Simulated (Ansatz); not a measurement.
Coupled-cluster diagnostics for the cluster Hg₃O₂, Ansatz.

Geometry of the singlet (PBE-D4/def2-SVP):

| atom | x (Å) | y (Å) | z (Å) |
| --- | --- | --- | --- |
| Hg1 | -0.4952 | -1.5690 | 1.9138 |
| Hg2 | 2.0606 | 1.0939 | 0.9559 |
| Hg3 | 0.8714 | -1.2916 | -1.2627 |
| O4 | -1.6557 | 1.1883 | -1.1204 |
| O5 | -0.7812 | 0.5783 | -0.4866 |

In the def2 sets Hg takes a core potential; there is no spin–orbit coupling. Correlated methods freeze 2 core orbitals; core or outer-core shells of Hg are correlated, in sets that lack core-valence functions. The structure holds one bond between oxygen atoms, so isomers without such links may lie far lower. The structure comes from a short search, and lower isomers may exist.

Question: Estimate the CCSD(T) correlation energy, the shares of MP2 and (T), T1 and the reference's ⟨S²⟩ for: charge 0, singlet, own geometry in def2-SVP; and the rough time on 4 threads of Intel Xeon on a shared host.

Answer: 
| state | basis | correlation (eV) | MP2 share (%) | (T) share (%) | T1 | ⟨S²⟩ (pure) | wall time | remarks |
| --- | --- | --- | --- | --- | --- | --- | --- | --- |
| charge 0, singlet, own geometry | def2-SVP | -40.362 | 103.9 | 2.6 | 0.014 | 0.00 (0.00) | 5.5 min | restricted SCF unstable |
Customary marks for T1 are 0.02 (closed shells), 0.045 (open shells) and about 0.05 (3d metals). T1 stays under 0.02 throughout.
